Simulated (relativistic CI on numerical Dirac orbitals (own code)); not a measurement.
# Gd⁺: calculation against measurement

Method of calculation: Dirac-Coulomb-Breit CI, orbitals from a KLI potential per configuration, model QED (radiative potential, 1s self-energy scaled to tabulated hydrogen-like ionisation energies), valence Slater integrals scaled by 0.85, P86 correlation energy added to each configuration (own radial code, finite nucleus).

CI space (outside the closed core [Xe]): 4f⁷5d6s, 4f⁸6s, 4f⁸7s. The list is cut by size and lacks configurations that can hold low levels.

| Configuration | Term (tabulated) | J | Measured (cm⁻¹) | Computed | Error | Purity (%) |
| --- | --- | --- | --- | --- | --- | --- |
| 4f⁷5d6s | 10D° | 5/2 | 0.0 | 0 | 0 | 97 |
| 4f⁷5d6s | 10D° | 7/2 | 261.8 | 223 | -38 | 96 |
| 4f⁷5d6s | 10D° | 9/2 | 633.3 | 535 | -99 | 96 |
| 4f⁷5d6s | 10D° | 11/2 | 1158.9 | 959 | -200 | 96 |
| 4f⁷5d6s | 10D° | 13/2 | 1935.3 | 1540 | -395 | 97 |
| 4f⁸6s | 8F | 13/2 | 7992.3 | 26130 | 18137 | 96 |
| 4f⁸6s | 8F | 11/2 | 9092.5 | 27456 | 18363 | 78 |
| 4f⁸6s | 6F | 11/2 | 9943.8 | 28531 | 18587 | 77 |
| 4f⁸6s | 8F | 9/2 | 10292.6 | 28577 | 18284 | 91 |
| 4f⁸6s | 8F | 7/2 | 11084.3 | 29371 | 18286 | 92 |
| 4f⁸6s | 6F | 9/2 | 11343.5 | 30087 | 18744 | 91 |
| 4f⁸6s | 8F | 5/2 | 11669.9 | 29965 | 18295 | 93 |
| 4f⁸6s | 8F | 3/2 | 12071.8 | 30377 | 18305 | 94 |
| 4f⁸6s | 8F | 1/2 | 12309.5 | 30621 | 18311 | 94 |
| 4f⁸6s | 6F | 7/2 | 12318.3 | 31101 | 18783 | 92 |
| 4f⁸6s | 6F | 5/2 | 13030.8 | 31851 | 18820 | 93 |
| 4f⁸6s | 6F | 3/2 | 13515.2 | 32359 | 18844 | 94 |
| 4f⁸6s | 6F | 1/2 | 13800.3 | 32659 | 18858 | 94 |

Measured levels from NIST Handbook of Basic Atomic Spectroscopic Data (Sansonetti and Martin, J. Phys. Chem. Ref. Data 34, 1559 (2005)); pairs were made by configuration, J and term (by order where the table uses no LS term), so strongly mixed levels may be paired wrongly.

Mean error by configuration (cm⁻¹): 4f⁷5d6s -183; 4f⁸6s 18509. Over the excited levels the mean absolute error is 14197 cm⁻¹ (17 of the 54 excited levels that our extract of the source holds in range could be paired, and the others can miss by more), and the median relative error of those above 1,000 cm⁻¹ is 150 %. Some levels of the ground configuration have no partner.
